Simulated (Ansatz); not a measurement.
```yaml
crystal:
  periodic: [false, false, false]
  atoms:
    - {symbol: K, position_ang: [-1.458956, -1.451732, -4.533224]}
    - {symbol: Cl, position_ang: [-1.609966, -1.604284, -1.504613]}
    - {symbol: K, position_ang: [-1.505788, -1.502484, 1.536031]}
    - {symbol: Cl, position_ang: [-1.551987, -1.550649, 4.552754]}
    - {symbol: Cl, position_ang: [-1.554346, 1.555102, -4.550434]}
    - {symbol: K, position_ang: [-1.503778, 1.506812, -1.533784]}
    - {symbol: Cl, position_ang: [-1.603081, 1.608907, 1.507018]}
    - {symbol: K, position_ang: [-1.447987, 1.455900, 4.535398]}
    - {symbol: Cl, position_ang: [1.547586, -1.555702, -4.552526]}
    - {symbol: K, position_ang: [1.501410, -1.506997, -1.535821]}
    - {symbol: Cl, position_ang: [1.605294, -1.608720, 1.504813]}
    - {symbol: K, position_ang: [1.454840, -1.455322, 4.533397]}
    - {symbol: K, position_ang: [1.452219, 1.451140, -4.535578]}
    - {symbol: Cl, position_ang: [1.607640, 1.604115, -1.507223]}
    - {symbol: K, position_ang: [1.508042, 1.502682, 1.533569]}
    - {symbol: Cl, position_ang: [1.558867, 1.551234, 4.550201]}
basis:
  gaussian: {orbitals: def2-TZVP, initial_orbitals: start.molden}
total_charge: -1
magnetization: {spin_polarized: true, initial_magnetization: 1}
hamiltonian: {xc: pbe0, dispersion: d4}
scf: {omitted_lower_state_checks: [starts]}
output: {orbitals: {seedname: orbitals}}
```

The file start.molden holds the orbitals of an earlier run on this structure, at another level or in another basis.

```sh
$ ansatz run in.yaml --threads 4 --pin off --events-out ev --progress --plain --max-ram 6963MiB
```

(1) Does this run fit into the memory that it is given?

Results:

(1) No. It has 560 basis functions, and Ansatz plans for 16 GiB where 7 GiB are given.
